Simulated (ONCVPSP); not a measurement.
# Before and after: ONCV potential for Lu

```json
{
  "Element": "lutetium (Lu)",
  "Generator": "ONCVPSP 4.0.1",
  "Type": "optimised norm-conserving Vanderbilt (ONCV)",
  "Functional": "PBE",
  "Relativity": "scalar-relativistic",
  "Frozen core": "[Kr] 4d10 5s2",
  "Valence charge": "23",
  "Reference configuration": "4f14 5p6 5d1 6s2",
  "Partial waves": "6s: rc 2.50 bohr, ncon 3, nbas 7, qcut 2.3 1/bohr, 1 projector; 5p: rc 2.25 bohr, ncon 4, nbas 6, qcut 5 1/bohr, 1 projector; 5d: rc 2.80 bohr, ncon 3, nbas 8, qcut 6.8 1/bohr, 2 projectors, debl 0.5 Ha; 4f: rc 0.55 bohr, ncon 4, nbas 9, qcut 23.1 1/bohr, 2 projectors, debl 3.1 Ha",
  "Local potential": "polynomial inside 0.50 bohr (lpopt 5, dvloc0 0 Ha)",
  "Core correction": "Teter function, fcfact 3.75, rcfact 1.7"
}
```

All-electron outer shells of the reference configuration (PBE, scalar-relativistic, ld1.x):

| shell | level (eV) | outermost node (bohr) | outermost maximum (bohr) |
| --- | --- | --- | --- |
| 5s | -61.06 | 0.57 | 1.04 |
| 5p | -31.66 | 0.61 | 1.19 |
| 4f | -9.62 | – | 0.47 |
| 6s | -4.66 | 1.41 | 3.08 |
| 5d | -1.75 | 0.68 | 1.84 |

Change: s: qcut 1.5; p: qcut 3.3; d: qcut 4.5; f: qcut 15.4.

Cutoffs: the cutoffs (Ha) at which the residual kinetic energy of the hardest occupied pseudo-wave falls to 1 and 0.1 mHa per electron; they do not see the model core or the augmentation charge, which bear on the density cutoff. Errors are all-electron minus pseudo energies relative to the spin-unpolarised reference configuration.

Predict the effect on cutoff, ghosts and configuration errors.

The potential gets harder (774 Ha and 1166 Ha → 1398 Ha and 2040 Ha); both files keep a bound ghost (d, p, s); of the 3 tests that both files solve, the error grows in 0 and shrinks in 3 by more than 15 % and 0.3 meV (median size 5.3 → 2.9 meV).

```csv
quantity,base,changed
"cutoff, loose",774 Ha,1398 Ha
"cutoff, tight",1166 Ha,2040 Ha
loose cutoff by channel,"s 2.4 Ha, p 9.6 Ha, d 10 Ha, f 774 Ha","s 8.1 Ha, p 17 Ha, d 7.5 Ha, f 1398 Ha"
bound ghosts,"s, p, d","s, p, d"
GHOST(+) flags under 300 eV,none,none
tests with a reliable result,3 of 4,3 of 4
"error for 4f14 5p6 5d1 6s1, meV [ΔE 7.37 eV]",-5.3,-3.9
"error for 4f14 5p6 5d1 6s0, meV [ΔE 20.65 eV]",-8.2,-2.9
"error for 4f14 5p6 5d1 6s1.5, meV [ΔE 2.99 eV]",-1.7,-1.1
s: phases at 2.54 bohr within 0.05 rad from the reference energy up to (Ha; the scan ends near 5),2.9,3.1
p: phases at 2.28 bohr within 0.05 rad from the reference energy up to (Ha; the scan ends near 5),0.1,0.5
d: phases at 2.85 bohr within 0.05 rad from the reference energy up to (Ha; the scan ends near 5),4.4,3.8
f: phases at 0.56 bohr within 0.05 rad from the reference energy up to (Ha; the scan ends near 5),to the end of the scan,to the end of the scan
"rms error of d²Exc/dni dnj with the model core, mHa",2.14,2.24
```

 A true bound ghost makes a file unfit for plane-wave use even where its test errors are small: the radial tests pick states by their node count and pass the ghost by.
